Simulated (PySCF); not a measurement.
CH3Be, SMILES [Be][CH3], multiplicity 2.

Coordinates come from a PBE-D3(BJ)/def2-TZVPD optimisation. The spin state was assumed, not searched. The isomer is the one that the SMILES or the coordinates give; other isomers of the formula were not compared.

Two levels are set side by side: PBE/def2-TZVPD (PySCF) and r2SCAN/def2-TZVPD (PySCF). Same geometry, gas phase. Differences are taken from unrounded values.

```tsv
quantity	PBE
α-spin orbital gap (eV)	2.86
β-spin orbital gap (eV)	5.06
dipole moment (D)	0.37
mean polarisability (bohr³)	47.7
```

### Question
These are the PBE values. What does r2SCAN give? (An estimate is asked for; the answer gives what the named calculation found.)

### Answer

```
quantity                     r2SCAN  PBE minus r2SCAN
---------------------------  ------  ----------------
α-spin orbital gap (eV)        3.35             -0.50
β-spin orbital gap (eV)        5.87             -0.81
dipole moment (D)              0.33              0.04
mean polarisability (bohr³)    46.3               1.4
```

Rough cost on one machine, each run with all the roots and properties that it gave: r2SCAN against PBE about 2 times.
